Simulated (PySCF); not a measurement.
Geometries of 2 isomers of C5H6BNO2, from PBE0-D3(BJ)/def2-SVP geometry optimisation, gas phase in PySCF. One conformer each, no zero-point energy, no frequencies.

Question: Which isomer lies lower at this level?
A.
```xyz
15
angstrom
O      2.319   -1.221    0.057
B      1.609   -0.101   -0.259
O      2.262    0.949   -0.816
C      0.060    0.044   -0.012
C     -0.746   -1.012    0.430
C     -2.112   -0.806    0.623
N     -2.712    0.361    0.409
C     -1.956    1.374   -0.012
C     -0.584    1.268   -0.235
H      1.795   -1.905    0.482
H      3.204    0.772   -0.915
H     -0.333   -2.008    0.622
H     -2.750   -1.628    0.967
H     -2.470    2.327   -0.182
H     -0.012    2.131   -0.584
```
B.
```xyz
15
angstrom
N     -2.778    1.062   -0.180
C     -1.957    0.336    0.189
C     -0.912   -0.561    0.654
C      0.495   -0.050    0.476
O      1.382   -0.804    0.991
B      2.857   -0.569    0.635
O      3.035    0.953    0.562
C      2.094    1.649    0.083
C      0.801    1.167   -0.133
H     -1.056   -0.788    1.723
H     -0.986   -1.527    0.128
H      3.546   -1.007    1.526
H      3.043   -1.014   -0.488
H      2.332    2.707   -0.105
H      0.022    1.807   -0.544
```

Answer: A. That is `OB(c1ccncc1)O`, 71.3 kcal/mol below the other.

| SMILES | atoms numbered as above | E (Eh) | relative (kcal/mol) | relative (kJ/mol) | dipole (D) |
| --- | --- | --- | --- | --- | --- |
| OB(O)c1ccncc1 | [OH:1][B:2]([OH:3])[c:4]1[cH:5][cH:6][n:7][cH:8][cH:9]1 | -423.52810 | 0.0 | 0.0 | 2.55 |
| N#CCC1=[O+][BH2-]OC=C1 | [N:1]#[C:2][CH2:3][C:4]1=[O+:5][BH2-:6][O:7][CH:8]=[CH:9]1 | -423.41445 | 71.3 | 298.4 | 1.16 |

As drawn, the lower has an O–H bond, which the higher lacks.
